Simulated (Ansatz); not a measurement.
Start from `CC1=C[SiH2]1` and change one atom or group to get `NC1=C[SiH2]1`.

Ansatz, PBE0-D4/def2-TZVP geometries, multiplicity 1. Each molecule was computed in one conformer, which needn't be the lowest.

```json
{"property": "HOMO energy (B3LYP/def2-TZVPP) / eV", "`CC1=C[SiH2]1`": "-7.04"}
{"property": "size of the dipole moment (ωB97M-V/def2-TZVPP) / D", "`CC1=C[SiH2]1`": "0.85"}
{"property": "HOMO–LUMO gap (ωB97M-V/def2-TZVPP) / eV", "`CC1=C[SiH2]1`": "11.28"}
{"property": "size of the dipole moment (PBE/def2-TZVPP) / D", "`CC1=C[SiH2]1`": "1.05"}
{"property": "HOMO–LUMO gap (PBE0/def2-TZVPP) / eV", "`CC1=C[SiH2]1`": "7.34"}
{"property": "HOMO energy (PBE/def2-TZVPP) / eV", "`CC1=C[SiH2]1`": "-6.10"}
```

**Question.** Give the same properties after the change, and the shifts. (Estimate.)

**Answer.** The calculation gave: 
```json
{"property": "HOMO energy (B3LYP/def2-TZVPP) / eV", "`NC1=C[SiH2]1`": "-6.18", "shift": "0.86"}
{"property": "size of the dipole moment (ωB97M-V/def2-TZVPP) / D", "`NC1=C[SiH2]1`": "2.01", "shift": "1.16"}
{"property": "HOMO–LUMO gap (ωB97M-V/def2-TZVPP) / eV", "`NC1=C[SiH2]1`": "10.47", "shift": "-0.81"}
{"property": "size of the dipole moment (PBE/def2-TZVPP) / D", "`NC1=C[SiH2]1`": "2.25", "shift": "1.20"}
{"property": "HOMO–LUMO gap (PBE0/def2-TZVPP) / eV", "`NC1=C[SiH2]1`": "6.67", "shift": "-0.67"}
{"property": "HOMO energy (PBE/def2-TZVPP) / eV", "`NC1=C[SiH2]1`": "-5.31", "shift": "0.79"}
```

With PBE0 the HOMO rises by 0.82 eV and the LUMO rises by 0.15 eV, so the gap narrows by about 0.67 eV. PBE moves the HOMO by 0.79 eV and ωB97M-V by 0.84 eV. The zero-point energy changes by -27.8 kJ/mol with -3 modes. Dipoles are sizes alone; their direction can turn.

B3LYP here is the variant with VWN-RPA as its local correlation; programs differ in this.
